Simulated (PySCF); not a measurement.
PySCF 2.14 output of an unrestricted revPBE calculation on a single atom or ion in x2c-TZVPPall with one added diffuse shell each of s, p, d, f type (12s8p8d5f2g, 129 functions), with scalar relativity by spin-free X2C-1e:

```
SCF conv_tol = 1e-09
number electrons alpha = 36  beta = 29
    Y. Zhang and W. Yang.,  Phys. Rev. Lett. 80, 890 (1998)
    J. P. Perdew, K. Burke, and M. Ernzerhof.,  Phys. Rev. Lett. 77, 3865 (1996)
    J. P. Perdew, K. Burke, and M. Ernzerhof.,  Phys. Rev. Lett. 78, 1396 (1997)
cycle= 1 E= -11708.5038528231  delta_E= -0.0362  |g|= 0.338  |ddm|= 0.806
cycle= 2 E= -11708.4863542517  delta_E= 0.0175  |g|= 0.57  |ddm|= 0.501
cycle= 3 E= -11708.5176178083  delta_E= -0.0313  |g|= 0.0114  |ddm|= 0.269
cycle= 4 E= -11708.5180382345  delta_E= -0.00042  |g|= 0.00775  |ddm|= 0.103
cycle= 5 E= -11708.5181641864  delta_E= -0.000126  |g|= 0.00373  |ddm|= 0.0704
cycle= 6 E= -11708.5181891402  delta_E= -2.5e-05  |g|= 0.000782  |ddm|= 0.0529
cycle= 7 E= -11708.5181899963  delta_E= -8.56e-07  |g|= 0.000174  |ddm|= 0.00761
cycle= 8 E= -11708.5181900351  delta_E= -3.88e-08  |g|= 5.36e-05  |ddm|= 0.00123
cycle= 9 E= -11708.5181900378  delta_E= -2.73e-09  |g|= 4.65e-06  |ddm|= 0.000466
cycle= 10 E= -11708.5181900379  delta_E= -6.18e-11  |g|= 1.35e-06  |ddm|= 6.12e-05
converged SCF energy = -11708.5181900379  <S^2> = 16.151141  2S+1 = 8.0996645
```

The run itself started from symmetry-adapted Hartree-Fock orbitals and held the occupation by maximum overlap, on a logarithmic radial grid, so the iterations belong to that start.

**Question.** Which element, charge and spin multiplicity is this?

**Answer.** Tb (terbium, neutral), multiplicity 8; the state was [Xe] 4f8 6s2 6p1, one real determinant (an excited configuration).

⟨L²⟩ = 15.36 against 20 for a pure G term, so this real determinant mixes terms. Spin-orbit coupling, absent here, splits the open shell strongly. ⟨S²⟩ = 16.15 against 15.75 shows spin contamination.
